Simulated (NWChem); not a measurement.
# Zn

### Question
Give the principal values of the shielding tensors (ppm) of Zn1 from PBE0/x2c-SVPall-s, scalar ZORA without spin-orbit coupling, GIAO (NWChem), with their diamagnetic and paramagnetic parts as GIAO splits them.

### Answer
```csv
atom,σ11,σ22,σ33,isotropic,diamagnetic,paramagnetic
Zn1,2522.2,2522.2,2522.2,2522.2,2514.4,7.8
```
